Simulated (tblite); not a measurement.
Compound: C14H15N.
Cartesian coordinates in Å at the GFN2-xTB level; atoms count from 1:
```xyz
30
C14H15N angstrom
C     -2.154   -0.113    2.182
N     -2.398    0.361    0.844
C     -3.790    0.378    0.459
C     -1.394    0.468   -0.093
C     -0.179   -0.126    0.133
C      1.018   -0.170   -0.649
C      2.200   -0.592   -0.059
C      2.431   -0.826    1.349
C      3.731   -1.167    1.525
C      4.379   -1.177    0.243
C      3.473   -0.831   -0.702
C      1.005    0.082   -2.069
C      0.117    0.771   -2.814
C     -1.047    1.471   -2.372
C     -1.702    1.340   -1.203
H     -2.097   -1.207    2.244
H     -1.228    0.313    2.567
H     -2.971    0.224    2.820
H     -4.285    1.297    0.794
H     -4.304   -0.472    0.915
H     -3.896    0.290   -0.620
H     -0.093   -0.683    1.053
H      1.704   -0.715    2.133
H      4.215   -1.395    2.458
H      5.414   -1.422    0.082
H      3.673   -0.757   -1.756
H      1.852   -0.329   -2.600
H      0.327    0.866   -3.872
H     -1.452    2.178   -3.087
H     -2.568    1.972   -1.055
```

Computed geometry: GFN2-xTB, gas phase.

Masses are those of the commonest isotopes; rigid-rotor values at the optimised geometry. The values belong to one conformer with, in the numbering `[CH3:1][N:2]([CH3:3])[C:4]1=[CH:5][C:6](=[C:7]2[CH:8]=[CH:9][CH:10]=[CH:11]2)[CH:12]=[CH:13][CH:14]=[CH:15]1`, C4–C5–C6–C7 166°, C6–C7–C8–C9 -177°, C8–C9–C10–C11 1°, C5–C6–C12–C13 23°.

Give the principal moments of inertia and the rotational constants in GHz.

Ia = 481.03, Ib = 1297.53, Ic = 1745.94 u·Å²; 505379 MHz·u·Å²/I gives 1051, 389.5 and 289.5 MHz, that is A = 1.0506, B = 0.3895, C = 0.2895 GHz.

Classify the top.

An asymmetric top: κ = (2 × 389.5 − 1051 − 289.5)/(1051 − 289.5) = -0.74.

What does the inertial defect say?

Not planar: Δ = Ic − Ia − Ib = -32.63 u·Å². For a rigid frame Δ = −2 Σ m c², so Σ m c² = 16.32 u·Å² lies off the ab plane: 6.36 from hydrogen and 9.95 from heavier atoms. The atom farthest from that plane is 1.17 Å away.

Give the other two planar moments, Paa and Pbb, and the rms extents of the mass along the axes.

Paa = Σ m a² = (Ib + Ic − Ia)/2 = 1281.22 and Pbb = Σ m b² = (Ia + Ic − Ib)/2 = 464.72 u·Å². With the mass M = 197.12 u, the rms extents √(P/M) along a, b and c are 2.55, 1.54, 0.29 Å.

List the rotational levels J(Ka,Kc) to J = 5 (MHz).

Above 0(0,0):
J = 1: 1(0,1) 679, 1(1,1) 1340, 1(1,0) 1440
J = 2: 2(0,2) 2026, 2(1,2) 2598, 2(1,1) 2898, 2(2,1) 4881, 2(2,0) 4892
J = 3: 3(0,3) 4022, 3(1,3) 4478, 3(1,2) 5078, 3(2,2) 6918, 3(2,1) 6970, 3(3,1) 10480, 3(3,0) 10481
J = 4: 4(0,4) 6639, 4(1,4) 6975, 4(1,3) 7971, 4(2,3) 9626, 4(2,2) 9776, 4(3,2) 13215, 4(3,1) 13220, 4(4,1) 18176, 4(4,0) 18176
J = 5: 5(0,5) 9851, 5(1,5) 10080, 5(1,4) 11562, 5(2,4) 12997, 5(2,3) 13330, 5(3,3) 16639, 5(3,2) 16658, 5(4,2) 21594, 5(4,1) 21594, 5(5,1) 27972, 5(5,0) 27972
The levels of one J sum to (2J + 1)J(J + 1)(A + B + C)/3.

Its GFN2-xTB frequencies are all real (lowest 30 cm⁻¹). Constants of a rigid frame at the computed geometry: no zero-point averaging, no centrifugal distortion.

Time: 2.5 s. Hardware: INTEL XEON PLATINUM 8581C at 2.10 GHz, one thread, shared host with 80 logical CPUs at a one-minute load of 26. These figures are those of the optimisation.
